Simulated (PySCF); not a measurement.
TiI4, SMILES [I][Ti]([I])([I])[I], multiplicity 1.

Geometry optimised at B3LYP-D3(BJ)/def2-SVP. The multiplicity is an assumed one; no other spin state was optimised. The isomer is the one that the SMILES or the coordinates give; other isomers of the formula were not compared. The def2 effective core potentials stand for the cores of I; spin–orbit coupling is left out.

Two levels are set side by side: TDA-PBE/def2-SVPD (PySCF) and TDA-B3LYP/def2-SVPD (PySCF). Vertical, same geometry. The lowest singlet is HOMO−1→LUMO 73 %, HOMO→LUMO+1 24 % with PBE and HOMO→LUMO 53 %, HOMO−1→LUMO+1 25 %, HOMO−2→LUMO 22 % with the other functional; states are paired by order. Differences are taken from unrounded values.

```
quantity                              TDA-B3LYP
------------------------------------  ---------
lowest singlet excitation (eV)             2.57
lowest triplet excitation (TDA) (eV)       2.43
```

What does TDA-PBE give, and how far is it from TDA-B3LYP? (Estimate from the structure and the level; the computed values follow.)


| quantity | TDA-PBE | TDA-PBE minus TDA-B3LYP |
|---|---|---|
| lowest singlet excitation (eV) | 2.27 | -0.29 |
| lowest triplet excitation (TDA) (eV) | 2.15 | -0.28 |

A lower first singlet is the usual sign of a functional without exact exchange. Differences between two approximate levels are no errors against the true value.

Rough cost on one machine, each run with all the roots and properties that it gave: TDA-B3LYP against TDA-PBE within a factor of 2.
